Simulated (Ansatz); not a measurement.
Gas-phase electronic energies from Ansatz, PBE0-D4/def2-TZVP geometries. CCSD(T)/CBS adds triple-zeta CCSD(T) − MP2 to the extrapolated MP2 energy (def2 sets, frozen cores). Functionals use def2-TZVPP. B3LYP here is the variant with VWN-RPA as its local correlation; programs differ in this. For Ge outer-core shells are correlated without core-valence functions, which leaves a few kJ/mol of doubt a bond. Scalar relativity is left out up to krypton. Each species was taken in one conformer, which may not be the lowest.

Reaction (ligand exchange at the Si–O bond): `[NH2][GeH2][O][SiH](N)F` + `N[SiH](N)Cl` → `N[Si@H](F)N[Si@@H](N)Cl` + `[NH2][GeH2][OH]`

| level | ΔE (kcal/mol) | difference from CCSD(T)/CBS |
| --- | --- | --- |
| PBE-D4 | 15.2 | -0.9 |
| B3LYP-D4 | 16.5 | 0.4 |
| ωB97X-V | 16.4 | 0.3 |
| PBE | 15.3 | -0.8 |
| B3LYP | 16.6 | 0.5 |
| MP2/def2-TZVPP | 16.4 | 0.3 |
| CCSD/def2-TZVPP | 16.7 | 0.6 |
| CCSD(T)/def2-TZVPP | 16.5 | 0.4 |
| SCS-MP2/def2-QZVPP | 16.4 | 0.3 |
| MP2/CBS(def2) | 16.0 | -0.1 |
| CCSD(T)/CBS | 16.1 | 0 |

Largest T1 diagnostic among the species: 0.012.

In def2-TZVPP, CCSD(T) changes the Hartree–Fock value by −1.4 kcal/mol (the triples alone add −0.1 kcal/mol) and MP2 by −1.5 kcal/mol.
